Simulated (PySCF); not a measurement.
**Cl⁺: ionisation energy**

Cl⁺ [Ne] 3s2 3p4 (3P) → Cl²⁺ [Ne] 3s2 3p3 (4S), as a difference of total energies. All numbers are calculated (PySCF 2.14, the spin-free X2C one-electron Hamiltonian (Gaussian nucleus), in x2c-TZVPPall with one added diffuse shell each of s, p, d type (6s6p4d1f, 51 functions)). Correlated levels: valence: [Ne] frozen; valence and next inner shell: 1s2 frozen. The calculations carry no spin-orbit coupling.

| method | ionisation energy (eV) | plus first-order spin-orbit estimate | error of that sum (eV) |
| --- | --- | --- | --- |
| UHF | 22.565 | 22.606 | -1.208 |
| LDA | 23.960 | 24.001 | +0.187 |
| PBE | 23.841 | 23.882 | +0.068 |
| PBE0 | 23.829 | 23.870 | +0.056 |
| r2SCAN | 23.783 | 23.824 | +0.010 |
| PBEsol | 23.756 | 23.796 | -0.018 |
| r2SCAN0 | 23.769 | 23.810 | -0.004 |
| LC-wPBE | 23.990 | 24.031 | +0.217 |
| BP86 | 24.005 | 24.045 | +0.231 |
| MP2 (valence) | 23.333 | 23.373 | -0.441 |
| SCS-MP2 (valence) | 23.416 | 23.457 | -0.357 |
| MP2 (valence and next inner shell) | 23.345 | 23.386 | -0.428 |
| SCS-MP2 (valence and next inner shell) | 23.420 | 23.461 | -0.353 |

Reference: 23.814 eV (measured; NIST Atomic Spectra Database, ionization energies).

A first-order spin-orbit estimate (lowest level to lowest level, LS coupling) adds 0.041 eV.

Errors of the correlated levels include the incompleteness of this basis and the frozen core.
